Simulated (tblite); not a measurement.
Isomers of [C6H16PSi]+ (charge +1). Computed with GFN2-xTB (tblite): harmonic, unscaled wavenumbers at the GFN2-xTB geometry, gas phase. The method is semi-empirical: single wavenumbers can be off by several per cent or more. Modes of hydrogen on phosphorus and silicon can be 10 to 20 % off. One conformer each.

Electronic energies: GFN2-xTB at the same geometries; isomer energies are rough at this level and their order can be wrong.

| SMILES | electronic energy, lowest = 0 (kcal/mol) |
| --- | --- |
| C=C[P@H+](C[SiH3])CCC | 21.4 |
| CC[PH+]1CC[SiH2]CC1 | 0.0 |
| CCC[Si@@H]([PH3+])C1CC1 | 27.3 |
| C[C@@H]1CC[P@+]1(C)C[SiH3] | 3.2 |

How do GFN2-xTB zero-point energies change the relative energies?

| SMILES | ZPE (kcal/mol) | of it from modes above 1550 cm⁻¹ | electronic (kcal/mol) | with ZPE, lowest = 0 (kcal/mol) | lowest mode (cm⁻¹) | rings |
| --- | --- | --- | --- | --- | --- | --- |
| CC[PH+]1CC[SiH2]CC1 | 125.9 | 65.3 | 0.0 | 0.0 | 46 | 1 |
| C[C@@H]1CC[P@+]1(C)C[SiH3] | 124.0 | 65.7 | 3.2 | 1.3 | 62 | 1 |
| C=C[P@H+](C[SiH3])CCC | 122.3 | 67.3 | 21.4 | 17.8 | 44 | 0 |
| CCC[Si@@H]([PH3+])C1CC1 | 124.4 | 65.5 | 27.3 | 25.8 | 21 | 1 |

The zero-point energies span 3.6 kcal/mol, from `C=C[P@H+](C[SiH3])CCC` to `CC[PH+]1CC[SiH2]CC1`. The order is unchanged.

What do entropy and thermal enthalpy add at 298.15 K and 1 bar (rigid rotor, harmonic oscillator, one conformer each)?

```csv
SMILES,point group,symmetry number,S (cal/(mol K)),H − H(0) (kcal/mol),ZPE + H − H(0) − TS (kcal/mol)
CC[PH+]1CC[SiH2]CC1,C1,1,103.0,7.67,102.8
C[C@@H]1CC[P@+]1(C)C[SiH3],C1,1,107.5,8.30,100.3
C=C[P@H+](C[SiH3])CCC,C1,1,113.2,8.75,97.3
```

Not tabulated: `CCC[Si@@H]([PH3+])C1CC1` (lowest mode only 21 cm⁻¹).
